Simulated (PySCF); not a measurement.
C8H9F.
Structure used (PBE0-D3(BJ)/def2-SVP), in Å, numbered top down from 1:
```xyz
18
C8H9F angstrom
C      2.5870   -0.6870   -0.9652
C      1.2843   -0.3872   -0.3049
C      0.3409    0.5054   -0.6965
C     -0.7847    0.4509    0.2557
C     -0.4064   -0.5675    1.2543
C      0.8101   -1.0511    0.9154
C     -1.6255    1.6840    0.6022
C     -2.2136    0.6204   -0.2234
F     -2.4046    0.8628   -1.5395
H      2.6499   -1.7483   -1.2572
H      3.4325   -0.4939   -0.2844
H      2.7305   -0.0769   -1.8678
H      0.3705    1.1497   -1.5749
H     -1.0214   -0.8547    2.1079
H      1.3667   -1.8214    1.4531
H     -1.3429    2.6078    0.0921
H     -1.9527    1.7968    1.6383
H     -2.9763   -0.0492    0.1864
```

The closed-shell ground state was solved at several levels (PySCF, density fitting, gas phase, non-relativistic).

| level | basis functions | total energy (Eh) | HOMO (eV) | LUMO (eV) | gap (eV) | dipole (D) |
| --- | --- | --- | --- | --- | --- | --- |
| wB97X-D/pcSseg-1 | 198 | -409.8597 | -8.03 | 1.08 | 9.11 | 1.40 |
| PBE0/pcSseg-1 | 198 | -409.5314 | -6.21 | -0.66 | 5.55 | 1.35 |

Question: Estimate the row for CAM-B3LYP/def2-SVPD, a basis of 255 functions; the other rows only guide the guess.

Answer: Total energy -409.5612 Eh, HOMO -7.51 eV, LUMO 0.33 eV, gap 7.84 eV, dipole 1.50 D.

Question: Over all these levels, which gives the widest orbital gap and which the narrowest?

Answer: wB97X-D/pcSseg-1 (range-separated hybrid) has the widest, 9.11 eV, and PBE0/pcSseg-1 (global hybrid, 25 % exact exchange) the narrowest, 5.55 eV. The two share the basis. From the narrowest to the widest the HOMO moves by -1.82 eV and the LUMO by +1.74 eV.

Question: How far do the dipole and the HOMO energy spread over the levels?

Answer: The dipole runs from 1.35 to 1.50 D (mean 1.42 D) and the HOMO from -8.03 to -6.21 eV.

Note: wB97X-D ran without an empirical dispersion term, which enters the total energy and its gradient alone.
